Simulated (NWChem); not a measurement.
Mg

Computed with NWChem. Ions are spin-unrestricted doublets at the neutral geometry; other ion states weren't tried.

```tsv
level	basis functions	vertical ionisation energy, ΔSCF (eV)	−ε(HOMO) (eV)	ΔSCF minus −ε(HOMO) (eV)
CAM-B3LYP/cc-pVDZ	18	7.74	6.50	1.24
CAM-B3LYP/aug-cc-pVDZ	27	7.74	6.51	1.23
CAM-B3LYP/cc-pVTZ	34	7.71	6.49	1.22
CAM-B3LYP/aug-cc-pVTZ	50	7.71	6.49	1.22
CAM-B3LYP/cc-pVQZ	59	7.70	6.49	1.21
```
